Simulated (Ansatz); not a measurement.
`[CH3][SnH]([CH3])[Cl]` → `[CH3][Sn][CH3]` + HCl at 700 K and 1 bar (stannylene formation by 1,1-elimination).

Isolated molecules relaxed with PBE0-D4/def2-TZVP in Ansatz; ΔE leaves out vibrations. CCSD(T)/CBS adds triple-zeta CCSD(T) − MP2 to the extrapolated MP2 energy (def2 sets, frozen cores). This one scheme is used for every species. def2 core potentials past Kr. For Sn outer-core shells are correlated without core-valence functions, which leaves a few kJ/mol of doubt a bond.

```json
{"species": "`[CH3][SnH]([CH3])[Cl]`", "CCSD(T)/CBS energy (Eh)": "-754.17727", "H − E (kJ/mol)": "292.8", "S (J/(mol·K))": "499.2"}
{"species": "`[CH3][Sn][CH3]`", "CCSD(T)/CBS energy (Eh)": "-293.72612", "H − E (kJ/mol)": "246.5", "S (J/(mol·K))": "431.7"}
{"species": "HCl", "CCSD(T)/CBS energy (Eh)": "-460.38127", "H − E (kJ/mol)": "38.4", "S (J/(mol·K))": "211.8"}
```

H − E and S are ideal-gas, rigid-rotor, harmonic terms from PBE0-D4/def2-TZVP. 1 Eh = 2625.50 kJ/mol, R = 8.31446 J/(mol·K).

**Question.** By hand: ΔE, ΔH, ΔS and ΔG.

**Answer.** ΔE = (-293.72612) + (-460.38127) − (-754.17727) = 0.06988 Eh = 183.5 kJ/mol. Δ(H − E) = 246.5 + 38.4 − 292.8 = -7.9, so ΔH = 175.6 kJ/mol. ΔS = 431.7 + 211.8 − 499.2 = 144.3 J/(mol·K). ΔG = 175.6 − 700 × (144.3)/1000 = 74.6 kJ/mol.

**Question.** By hand: the equilibrium constant, and the temperature at which ΔG would vanish if ΔH and ΔS stayed fixed.

**Answer.** log₁₀ K = −ΔG/(RT ln 10) = -5.6. ΔG = 0 at ΔH/ΔS = 1217 K.

The number of gas molecules changes by +1, which sets the sign of ΔS. A doubt of 5 kJ/mol in ΔE shifts log₁₀ K by 0.4 here. Modes under 60 cm⁻¹, often nearly free rotors, make the harmonic entropy too high. These are equilibria of isolated gas molecules and say nothing of rates. Largest T1 diagnostic: 0.013 (customary marks: 0.02 for closed shells, 0.045 for open ones).
